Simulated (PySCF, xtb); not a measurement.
HgCl, SMILES [Cl][Hg] (connectivity only; charge and spin as stated), neutral, multiplicity 2.

Harmonic wavenumbers (cm⁻¹) from GFN2-xTB run with xtb at its own minimum, in rising order: 156.

Question: What does B3LYP-D3(BJ)/def2-TZVPD (PySCF) give at its own minimum? (Estimate from the structure and the level; the computed values follow.)

Answer: 237. Paired by order, the mean absolute difference is 80 cm⁻¹ and the zero-point energies are 0.2 and 0.3 kcal/mol.
